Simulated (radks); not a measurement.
Charge is removed step by step from the 5s1/2 level of the platinum ion Pt+, starting from [Xe] 4f14 5d9. All-electron calculation, Dirac Kohn-Sham, LDA (Slater exchange, Perdew-Wang correlation), spin-unpolarised, spherical densities, finite nucleus; open shells fill j = l - 1/2 first; Fermi nuclear charge, rms radius 5.427 fm. Program: a radial shooting solver on a logarithmic mesh with Libxc functionals.

removed (e)  E - E(0) (eV)  eigenvalue (eV)  E minus straight line (eV)
0                    0.000          -110.08                       0.000
0.125               13.873          -111.90                      -0.833
0.25                27.976          -113.75                      -1.436
0.375               42.313          -115.64                      -1.805
0.5                 56.888          -117.56                      -1.936
0.625               71.705          -119.52                      -1.824
0.75                86.768          -121.50                      -1.467
0.875               102.08          -123.51                      -0.860
1                   117.65          -125.55                       0.000

Removing the whole electron costs 117.65 eV by Delta-SCF, against 110.08 eV from minus the eigenvalue at the starting occupation. Slater's transition state (half an electron removed) gives 117.56 eV. Integrating minus the eigenvalue over the occupation (Janak's theorem) gives 117.65 eV. The mean slope of the eigenvalue, de/dn, is 15.5 eV per electron.
